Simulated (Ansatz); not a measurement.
Computed with Ansatz on PBE0-D4/def2-TZVP structures; ΔE is electronic, products minus reactants. CBS: MP2 limit from def2 TZ/QZ plus the TZ coupled-cluster correction, frozen cores. This one scheme is used for every species, atoms too. Functionals use def2-TZVPP. No spin–orbit coupling; open shells (•) take unrestricted orbitals. Spin–orbit coupling would lower the free atoms: a little for F. def2 core potentials past Kr. Bonds to In are less sure, by a few kJ/mol each and by 10 to 20 or more in all where they break to atoms, as the def2 sets lack core-valence functions.

Consider the homolysis of the F–In bond: `[F][InH][Cl]` → F• + `[Cl][InH]`•.

`[F][InH][Cl]`:

Cartesian coordinates in Å:
```
F -1.172 1.044 1.029
In -0.023 0.063 -0.187
Cl 1.202 -1.484 1.003
H -0.007 0.378 -1.845
```

`[Cl][InH]`•:

Cartesian coordinates in Å:
```
Cl -0.394 -0.222 -1.851
In 0.074 0.701 0.276
H 0.320 -0.480 1.575
```

| level | ΔE (kcal/mol) |
| --- | --- |
| B97M-V | 112.9 |
| SCS-MP2/def2-TZVPP | 114.9 |

(1) What does CCSD(T)/CBS give? (An estimate is asked.)

(2) What do rigid-rotor, harmonic-oscillator terms from PBE0-D4/def2-TZVP frequencies (298.15 K, 1 bar) make of the CCSD(T)/CBS value? (Best estimate.)

Largest T1 diagnostic among the species: 0.018.

## Answers

(1) Computed: +116.6 kcal/mol. The listed levels differ from it by -3.7, -1.7 kcal/mol.

(2) Computed: ΔZPE = -2.2 kcal/mol, ΔH = +115.1 kcal/mol, ΔS = 133 J/(mol·K), ΔG = +105.7 kcal/mol. Open shells count their whole term as degenerate.

Leaving LDA and LC-ωPBE aside and taking each functional with its dispersion term where it has one, the values, not all of them listed here, spread over 12.6 kcal/mol, from BHLYP-D4 to ωB97X-V. LDA lies +18.5 kcal/mol from PBE without D4, its usual overbinding. From r2SCAN to r2SCAN0 (25 % exact exchange), in def2-TZVPP and without D4, ΔE moves by −5.4 kcal/mol: exact exchange takes away binding that semilocal exchange gives to molecules. At CCSD(T), def2-SVP lies −11.4 kcal/mol from the extrapolated value and def2-TZVPP −5.8 kcal/mol: correlation converges slowly with the basis, and small sets miss more of it in the bonded molecule than in its fragments.

CCSD(T)/CBS has its own doubt, a few kJ/mol and more with outer-core shells, so smaller differences from it don't rank the levels.
